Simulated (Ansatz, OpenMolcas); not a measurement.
HfH4O4 (SMILES O[Hf](O)(O)O): the vertical ionisation energy, rung by rung

HfH4O4: 9 atoms, total charge 0, spin state singlet. As SMILES, `O[Hf](O)(O)O`. The coordinates come from a PBE0-D4/def2-TZVP relaxation. This is one conformer, not always the lowest.

```tsv
atom	x (Å)	y (Å)	z (Å)
O	-0.4655	0.0932	1.8757
Hf	0.0000	0.0000	0.0000
O	1.8823	0.3866	-0.2259
O	-0.3733	-1.7781	-0.6654
O	-1.0436	1.2981	-0.9846
H	-0.6500	-0.2555	2.7408
H	2.6372	0.9286	-0.4272
H	-0.2136	-2.5620	-1.1793
H	-1.7735	1.8890	-1.1341
```

Each level gives the vertical ionisation energy (to the doublet cation) (eV). The values are calculated.

| level | kind | program | value (eV) | CPU time (all runs) |
| --- | --- | --- | --- | --- |
| HF/def2-SVP (core potential) | Hartree–Fock | Ansatz | 10.02 | 33 s |
| SVWN5/def2-SVP (core potential) | LDA | OpenMolcas | 9.78 | 1.8 min |
| revPBE/def2-SVP (core potential) | GGA | OpenMolcas | 9.50 | 2.5 min |
| M06-L/def2-SVP (core potential) | meta-GGA | OpenMolcas | 9.79 | 4.3 min |
| r2SCAN/def2-SVP (core potential) | meta-GGA | OpenMolcas | 9.88 | 3.1 min |
| PBE0/def2-SVP (core potential) | global hybrid | OpenMolcas | 10.35 | 1.9 min |
| MP2/def2-SVP (core potential) | perturbation theory | Ansatz | 11.30 | 52 s |
| CCSD(T)/def2-SVP (core potential) | coupled cluster or CI | Ansatz | 10.78 | 12 min |

Spin-orbit coupling, which can split open shells on such heavy atoms by tenths of an eV, is left out. The values span 9.50 to 11.30 eV. The coupled-cluster rows rest on a doubtful reference here (large T1 or Brueckner and Hartree–Fock orbitals at odds), and rows may lie in different states. Times are those of the runs behind each value, whatever else they computed, on shared processors of several kinds: orders of magnitude only.
